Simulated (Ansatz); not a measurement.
`FC[CH2][GeH2][F]` + HI → `FCCI` + `[F][GeH3]`  (substitution at a C–Ge bond)

Gas-phase electronic energies from Ansatz, PBE0-D4/def2-TZVP geometries. CBS: MP2 limit from def2 TZ/QZ plus the TZ coupled-cluster correction, frozen cores. Functionals use def2-TZVPP. def2 core potentials past Kr. For Ge, I outer-core shells are correlated without core-valence functions, which leaves a few kJ/mol of doubt a bond. Scalar relativity is left out up to krypton. Each species was taken in one conformer, which may not be the lowest.

```csv
level,ΔE (kJ/mol)
PBE0-D4,37.4
MP2/def2-QZVPP,33.0
```

What does CCSD(T)/CBS give? (Estimate.)

Ansatz gave: +34.7 kJ/mol. The listed levels differ from it by 2.7, -1.7 kJ/mol.

Largest T1 diagnostic among the species: 0.012.
